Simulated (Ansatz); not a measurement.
Mulliken charges of CH5ClO2Si, SMILES `O[SiH2]C(O)Cl` from B3LYP/def2-TZVPP in Ansatz (PBE0-D4/def2-TZVP geometry).

```csv
atom,x (Å),y (Å),z (Å),charge (e)
O1,-2.027,-0.655,0.267,-0.398
Si2,-0.443,-0.988,0.004,0.513
C3,0.581,0.604,0.193,0.043
O4,1.891,0.366,-0.147,-0.291
Cl5,-0.208,1.820,-0.941,-0.212
H6,-2.405,0.043,-0.273,0.187
H7,-0.162,-1.500,-1.360,-0.080
H8,-0.044,-1.963,1.044,-0.079
H9,0.471,1.080,1.171,0.127
H10,2.428,1.142,0.044,0.189
```

Problem. By hand: the dipole of these point charges (1 e Å = 4.8032 D).

Solution. Σ q r = (0.184, -0.076, 0.279) e Å, of length 0.343 e Å = 1.65 D.

Problem. How does the dipole of the full density compare? (An estimate is asked.)

Solution. The calculation gave: (0.202, 0.213, 0.174) e Å, 1.64 D; the point charges give 1.01 times that, at 54° from its direction.

Point charges leave out the atoms' own dipoles, such as those of lone pairs, and Mulliken's split depends on the basis, so the two needn't agree.

B3LYP here is the variant with VWN-RPA as its local correlation; programs differ in this.
